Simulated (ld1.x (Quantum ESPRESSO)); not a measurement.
## Which change was made? (Cu, PAW)

* Element: copper (Cu)
* Generator: ld1.x (Quantum ESPRESSO) 7.5
* Type: PAW
* Functional: LDA (PZ)
* Relativity: scalar-relativistic
* Frozen core: [Ar]
* Valence charge: 11
* Reference configuration: 3d10 4s1 4p0
* Partial waves: 4s (bound): rcut 2.25, rcutus 2.50 bohr; 4s channel at 2.05 Ry: rcut 2.25, rcutus 2.50 bohr; 4p (bound, empty): rcut 2.00, rcutus 2.45 bohr; 4p channel at 1.15 Ry: rcut 2.00, rcutus 2.45 bohr; 3d (bound): rcut 1.60, rcutus 1.70 bohr; 3d channel at 1.7 Ry: rcut 1.60, rcutus 1.70 bohr
* Local potential: all-electron potential smoothed inside 1.50 bohr (lloc = -1)
* Core correction: Bessel-smoothed model core inside 1.55 bohr
* Augmentation charge: BESSEL, radius 1.40 bohr

Cutoffs, loose and tight: the cutoffs (Ry, on a coarse ladder) from which the occupation-weighted sum of valence levels, in a spherical-Bessel basis at the reference potential, stays within 10 and 1 mRy of its value at 400 Ry. They do not see the model core or the augmentation charge, which bear on the density cutoff. Test errors are all-electron minus pseudo excitation energies from the reference, over the configurations 3d10 4s0 4p0; 3d9 4s0 4p0; 3d8 4s0 4p0; 3d9 4s1 4p1; 3d10 4s0 4p1; 3d10 4s0.5 4p0; 3d9 4s1 4p0 (two spin-polarised tests are not counted in the largest error); variants that change the core or the reference have their own tests. The largest error is taken over the tests solved by every variant that gives reliable tests at all, those not shown here included: 3d10 4s0 4p0; 3d10 4s0 4p1; 3d10 4s0.5 4p0; 3d8 4s0 4p0; 3d9 4s0 4p0; 3d9 4s1 4p0; 3d9 4s1 4p1.

The base gives: outcome: generated; cutoff, loose: 40 Ry; cutoff, tight: 60 Ry; bound ghosts: none; largest test error (meV): -490.

**Question.** After one change the result is: outcome: generated; cutoff, loose: 25 Ry; cutoff, tight: 40 Ry; bound ghosts: none; largest test error (meV): -545. Which change was it?
A. waves 3d (bound): rcut 1.34, rcutus 1.42 bohr; 3d channel at 1.7 Ry: rcut 1.34, rcutus 1.42 bohr
B. waves 3d (bound): rcut 1.60, rcutus 2.30 bohr; 3d channel at 1.7 Ry: rcut 1.60, rcutus 2.30 bohr
C. waves 3d (bound): rcut 1.60, rcutus 2.08 bohr; 3d channel at 1.7 Ry: rcut 1.60, rcutus 2.08 bohr
D. waves 3d (bound): rcut 1.14, rcutus 1.20 bohr; 3d channel at 1.7 Ry: rcut 1.14, rcutus 1.20 bohr

**Answer.** C. The others give: waves 3d (bound): rcut 1.34, rcutus 1.42 bohr; 3d channel at 1.7 Ry: rcut 1.34, rcutus 1.42 bohr → outcome: generated; cutoff, loose: 55 Ry; cutoff, tight: 90 Ry; bound ghosts: none; largest test error (meV): -479 | waves 3d (bound): rcut 1.60, rcutus 2.30 bohr; 3d channel at 1.7 Ry: rcut 1.60, rcutus 2.30 bohr → outcome: generated; cutoff, loose: 18 Ry; cutoff, tight: 35 Ry; bound ghosts: none; largest test error (meV): -585 | waves 3d (bound): rcut 1.14, rcutus 1.20 bohr; 3d channel at 1.7 Ry: rcut 1.14, rcutus 1.20 bohr → outcome: generated; cutoff, loose: 100 Ry; cutoff, tight: 140 Ry; bound ghosts: none; largest test error (meV): -478.
